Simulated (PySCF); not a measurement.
**Spin states of ZnI**

Unrestricted PBE0; Zn cc-pVTZ-PP with ECP10, I cc-pVTZ-PP with ECP28; scalar-relativistic core potentials (PySCF 2.14). Outer shells of the fragments: Zn 3d10 4s2; I 4d10 5s2 5p5.

Followed along the bond (rough minima from three points):

```csv
2Ms+1,unpaired,⟨S²⟩ at the start,R at minimum (Å),Te (eV)
2,σ ↑,0.75,2.51,0.00
4,"σ ↑, π ↑↑",3.76,none in the scan,≤ 4.93
```

Solutions found at the starting distance of 2.500 Å, counted from the lowest of them; the search is not exhaustive and high or unbound solutions are not listed, so other states can lie among these:

```csv
2Ms+1,unpaired,term,E (eV),⟨S²⟩,⟨Lz²⟩,μ (D)
2,σ ↑,²Σ⁺,0.00,0.75,0.00,-2.21
2,π ↑,²Π,2.71,0.75,1.01,3.48
2,π ↑,²Π,3.69,0.78,1.00,-1.77
4,"σ ↑, π ↑↑",mixed,5.12,3.76,2.01,3.77
4,"σ ↑, π ↑↑",mixed,5.28,3.75,2.01,3.86
4,"σ ↑↑, π ↑",⁴Π,6.42,3.76,1.00,2.43
4,"σ ↑↑, π ↑",⁴Π,6.83,3.75,1.01,3.96
4,σ ↑↑↑,⁴Σ⁺,8.21,3.76,0.00,2.81
```

A term symbol is given only where ⟨S²⟩ and ⟨Lz²⟩ are close to those of a pure state; real π, δ and φ orbitals otherwise mix terms. A positive dipole means Zn(−)I(+).

Spin–orbit coupling is left out. Counting both spins, an empty level lies below a filled one in some of these solutions, because spin and occupation are held.
